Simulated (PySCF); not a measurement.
PySCF 2.14 output of a UHF calculation on a single atom or ion in cc-pVDZ-DK, with scalar relativity by spin-free X2C-1e:

```
SCF conv_tol = 1e-09
number electrons alpha = 16  beta = 15
cycle= 1 E= -2425.74222189372  delta_E= -0.00349  |g|= 0.0205  |ddm|= 0.093
cycle= 2 E= -2425.74255397926  delta_E= -0.000332  |g|= 0.00635  |ddm|= 0.0295
cycle= 3 E= -2425.74258963555  delta_E= -3.57e-05  |g|= 0.000123  |ddm|= 0.0143
cycle= 4 E= -2425.74258964969  delta_E= -1.41e-08  |g|= 1.25e-05  |ddm|= 0.00102
cycle= 5 E= -2425.74258964984  delta_E= -1.45e-10  |g|= 1.24e-06  |ddm|= 0.000127
converged SCF energy = -2425.74258964984  <S^2> = 0.75679578  2S+1 = 2.0067843
```

The run itself started from symmetry-adapted Hartree-Fock orbitals and held the occupation by maximum overlap, so the iterations belong to that start.

Q: Which element, charge and spin multiplicity is this?

A: Se³⁺ (selenium, charge +3), multiplicity 2; the state was [Ar] 3d10 4s2 4p1, 2P determinant.
